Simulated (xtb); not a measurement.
xtb input:

```bash
xtb mol.xyz --gfn 2 --ohess tight --chrg 0 --uhf 0
```
mol.xyz:
```
8

B      0.02049791     0.46213146    -0.03357366
F      0.39807215     1.87854307    -0.22581096
N      1.06668448    -0.59558838     0.08989772
N     -1.44843411     0.17504005    -0.00311980
H      1.68394905    -0.61141077    -0.74253164
H      1.63456570    -0.32840293     0.86280602
H     -1.62506958    -0.31599179     0.89067696
H     -1.68845482    -0.60594875    -0.75647510
```

### Question
Which total energy does the run end on?

### Answer
-13.94624 Eh (GFN2-xTB).
